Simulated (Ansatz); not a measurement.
Another site gives an ion 0.48 eV lower (`C=C[CH2+]`) at the level frozen-core CCSD(T)/cc-pVTZ // B3LYP-D3(BJ)/def2-TZVP (Ansatz, a quantum-chemistry and plane-wave program).

Cartesian coordinates (Å):
```xyz
8

C      1.4760     0.1873     0.1136
C      0.2161     0.0787     0.1211
C     -1.1757    -0.0884     0.1225
H      2.1256    -0.6793    -0.0321
H      1.9483     1.1635     0.2561
H     -1.6345     0.1264     1.0919
H     -1.2858    -1.1862    -0.0380
H     -1.6700     0.3979    -0.7232
```
Charge +2, spin multiplicity 2.

Method: Ansatz with frozen-core CCSD(T)/cc-pVTZ // B3LYP-D3(BJ)/def2-TZVP. The geometry is that of the parent before the electron was removed.

```json
{
 "HF energy": "-115.59570 Ha",
 "MP2 correlation energy": "-0.40855 Ha"
}
```

### Question
Estimate the CCSD correlation energy, the (T) correction, the total energy and the T1 diagnostic.

### Answer

```yaml
CCSD correlation energy: -0.44662 Ha
"(T) correction": -0.01980 Ha
CCSD(T) total energy: -116.06212 Ha
T1 diagnostic: 0.029
```
